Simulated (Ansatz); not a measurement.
The cluster Cd3, relaxed as a singlet with RKS PBE/def2-TZVP in Ansatz, starting from the GFN1-xTB geometry. Force threshold 0.02 eV/Å.

In the def2 sets Cd takes a core potential; there is no spin–orbit coupling. The structure comes from a short search, and lower isomers may exist.

Start:

Cartesian coordinates in Å:
```
Cd -1.157 -0.705 1.123
Cd 1.019 -1.044 -0.987
Cd 0.138 1.749 -0.136
```

**Question.** Estimate the energy that the relaxation releases and the steps that it takes.

**Answer.** 1.7 kcal/mol, in 3 steps; 2.2 s on 4 threads of Arm Neoverse V1 on a shared host. No frequencies were taken in this run, so the end may be a saddle point.

**Question.** Does the start keep its bonding and symmetry?

**Answer.** By distances, no bond broke or formed. The bond that changes most is Cd1–Cd3, from 3.05 to 3.33 Å (atoms count from 1). Point group D3h at the start, D3h at the end, both within 0.05 Å.

**Question.** Predict the relaxed structure.

**Answer.** 
```xyz
3

Cd   -1.264   -0.772    1.227
Cd    1.113   -1.140   -1.078
Cd    0.151    1.912   -0.149
```
Bond lengths (bridged metal pairs left out): 3 × Cd–Cd 3.33 Å.
